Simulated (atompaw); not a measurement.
## Sc PAW (atompaw): all-electron and pseudo phase curves

- Element: scandium
- Generator: atompaw 4.2.0.5
- Type: PAW
- Functional: PBEsol
- Relativity: scalar-relativistic
- Frozen core: [Ne]
- Valence charge: 11
- Reference configuration: 3s2 3p6 3d1 4s1.75 4p0.25
- Partial waves: 3s (bound): rc 1.60 bohr; 4s (bound): rc 1.70 bohr; 3p (bound): rc 1.20 bohr; 4p (bound): rc 1.85 bohr; 3d (bound): rc 2.55 bohr; 3d channel at 2.25 Ry: rc 2.55 bohr
- Local potential: ultrasoft scheme with l = 3 at 1 Ry, radius 2.55 bohr
- Core correction: smooth core density matched at 1.70 bohr
- Augmentation charge: besselshape compensation charge, radius 2.50 bohr; PAW radius 2.55 bohr; waves and projectors: custom rrkj gramschmidtortho

The phase is arctan(r·u′/u) with u = r·R(r), unwrapped; energies in Ry, scanned from -6 to 5 Ry. A pole is an energy at which the radial function vanishes at the test radius. The pseudo phase is shifted by a multiple of π to meet the all-electron one at the reference energy, and phase errors are pseudo minus all-electron; the curves can meet again beyond the range given. Levels narrower than the energy grid can be missing from the lists of poles.

```csv
channel,radius (bohr),reference energy (Ry),"poles, all-electron","poles, pseudo",unbroken range about the reference energy with phases within 0.05 rad,phase error 1 Ry above the reference energy (rad)
s,2.55,-0.32,"-4.01, 2.91","-4.01, 2.48",below 2.7,-0.016
p,2.55,-0.12,"-2.38, 3.82","-2.38, 3.56",below 4.9,-0.014
d,2.55,-0.26,0.13,0.16,below 3.5,+0.031
```

Phases in the s channel:

```csv
E (Ry),all-electron,pseudo
-6.00,1.391,1.390
-5.52,1.379,1.378
-5.04,1.362,1.361
-4.56,1.327,1.327
-4.08,-1.053,-1.053
-3.60,-1.758,-1.759
-3.12,-1.799,-1.800
-2.64,-1.833,-1.834
-2.16,-1.873,-1.875
-1.68,-1.931,-1.932
-1.20,-2.021,-2.022
-0.72,-2.191,-2.192
-0.24,-2.592,-2.592
0.24,-3.487,-3.496
0.72,-4.164,-4.180
1.20,-4.431,-4.451
1.68,-4.559,-4.584
2.16,-4.635,-4.668
2.64,-4.688,-4.734
3.12,-4.729,-4.802
3.60,-4.766,-4.897
4.08,-4.801,-5.119
4.56,-4.839,-6.358
```
